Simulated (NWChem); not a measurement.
Molecule: FeH2S2, quintet; SMILES [SH][Fe][SH]

```xyz
5

Fe     0.0000     0.0000     0.0000
S     -0.0443    -2.2238     0.0000
H      1.2961    -2.4094     0.0000
S      0.0443     2.2238     0.0000
H     -1.2961     2.4094     0.0000
```
Atoms are numbered in this order, from 1.

Results from NWChem. Spin-unrestricted. Medium grid unless said otherwise, to which SCAN and Minnesota functionals are sensitive. All runs use the structure optimised with PBE0/def2-SVP, spin-unrestricted. This spin state was assumed; another may lie lower. No stability test was run on the SCF state.

For level LDA (Slater exchange, PW92)/def2-SVP:

| Quantity | Value |
|---|---|
| highest occupied level (eV) | -5.12 |
| lowest empty minus highest occupied level, either spin (eV) | 0.11 |

Task: How do the values read with level M06-L/def2-SVP instead?

Result: The highest occupied level (eV) comes out as -5.23 and the lowest empty minus highest occupied level, either spin (eV) is 1.08.
